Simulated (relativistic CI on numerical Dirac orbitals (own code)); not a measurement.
# Pm4+: q coefficients and field-shift factors

These numbers are calculated, not measured: Dirac-Coulomb-Breit CI, separate exchange-only KLI orbitals for each configuration, valence Slater integrals scaled by 0.85, P86 correlation energy added to each configuration, derivatives by finite differences, QED left out (own radial code, finite nucleus).

Configurations in the expansion (outside the closed core [Kr] 4d10 5p6): 4f³5s², 4f²5s²5d, 4f5s²5d², 4f²5s²6s, 4f²5s²6p, 4f²5s²6d, 4f⁵, 4f5s²5f6s. Levels of other configurations are missing.

With x = (α/α₀)² − 1 an excitation energy changes as ω = ω₀ + qx; K = 2q/ω₀ is the relative enhancement. Terms are leading LS components, so labels can repeat. The field-shift factor is F = δν/δ⟨r²⟩ for the transition from the lowest level.

Lowest level 4f³5s² ⁴I°9/2.

```tsv
Level	ω₀ (cm⁻¹)	q (cm⁻¹)	K	F (GHz/fm²)
4f³5s² ⁴I°11/2	2376.0	2389	2.01	0.101
4f³5s² ⁴I°13/2	4869.6	4641	1.91	0.201
4f³5s² ⁴I°15/2	7426.6	6718	1.81	0.299
4f³5s² ²H°9/2	14640.7	729.1	0.0996	0.329
4f³5s² ⁴F°3/2	14713.9	429.9	0.0584	0.309
4f³5s² ⁴F°5/2	16036.9	1978	0.247	0.37
4f³5s² ⁴S°3/2	17045.7	2579	0.303	0.407
4f³5s² ⁴F°7/2	17097.0	2626	0.307	0.408
4f³5s² ⁴F°9/2	18474.5	4195	0.454	0.472
4f³5s² ²H°11/2	18671.1	4625	0.495	0.498
4f³5s² ²G°7/2	20850.9	2767	0.265	0.499
4f³5s² ⁴G°5/2	22175.5	370	0.0334	0.455
4f³5s² ²K°13/2	22527.0	1934	0.172	0.5
```

At this charge configurations can still be misplaced by up to about 7 % of their energy. Levels and lines within the n = 5 or 6 shells can be off by up to 10 % or somewhat more, and those that change n by about 2 %, since core polarisation is missing.
